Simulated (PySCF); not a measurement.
# Static response to an electric field

C₇H₈.
Structure used (GFN2-xTB), in Å, numbered top down from 1:
```xyz
15
C7H8 angstrom
C      3.4348   -0.0130   -0.0996
C      2.3443   -0.4998    0.0279
C      1.0695   -1.0828    0.1789
C     -0.0583   -0.3868    0.0857
C     -1.5107   -0.7511    0.2001
C     -1.8644    0.7249   -0.0665
C     -0.3645    1.0601   -0.1747
H      4.3876    0.4106   -0.2118
H      1.0506   -2.1474    0.3785
H     -1.8063   -1.1249    1.1808
H     -1.8622   -1.4545   -0.5554
H     -2.3768    1.2175    0.7566
H     -2.4266    0.8919   -0.9823
H      0.0172    1.7440    0.5834
H     -0.0385    1.4193   -1.1507
```

Level: PBE0/def2-SVPD (PySCF), static field, nuclei fixed, core orbitals frozen in the response. The polarisability tensor in these axes (au):

```
x   121.22  -0.61  -2.03
y    -0.61  71.94  -3.04
z    -2.03  -3.04  56.26
```

What are the eigenvalues, a third of the trace, and Δα (Δα² = ½Σ(αi − αj)² over the three pairs)?

Principal values 55.62, 72.51 and 121.29 au; mean 83.14 au = 12.32 Å³ = 13.71 × 10⁻⁴⁰ C²·m²/J; Δα = 59.06 au (71 % of the mean).

What is the dipole moment, and where does it point?

(-1.33, 0.28, -0.01) D, 1.36 D in size, pointing from the negative to the positive side. Measured along this direction, the outermost atoms are H8 at the negative end and H12 and H13 at the positive end.

In TDDFT the mean static polarisability is Σ f/ω² over all singlet excitations (ω in hartree). How much of it do the 6 lowest give? Their energies (eV) and oscillator strengths: 5.42, 0.3992; 5.47, 0.0001; 6.00, 0.0000; 6.39, 0.0040; 6.88, 0.0004; 6.90, 0.0064.

They add up to 10.24 au, 12.3 % of the 83.14 au; the largest single term is 10.06 au, from the state at 5.42 eV. Terms in order: 10.06, 0.00, 0.00, 0.07, 0.01, 0.10 au. Higher excitations give the rest. The strengths listed sum to 0.410.

In a dilute gas of rigid molecules at 400 K, how does the orientational term μ²/3kT compare with the electronic polarisability?

In Gaussian units μ²/3kT = 11.10 Å³ against 12.32 Å³, a ratio of 0.90; the Debye molar polarisation (4π/3)N_A(α + μ²/3kT) is 59.1 cm³/mol, leaving out the vibrational part.

Refractivity n − 1 of an ideal gas of it at 298.15 K and 1 atm, from the electronic α?

N = p/kT = 2.4615 × 10¹⁹ cm⁻³, so n − 1 = 2π × N × 12.32 × 10⁻²⁴ cm³ = 1905 × 10⁻⁶ at long wavelengths.

Isolated species at its GFN2-xTB geometry, gas phase.

The run behind these numbers computed excited states as well. The run took about 70 s of CPU time (one thread, shared machine).
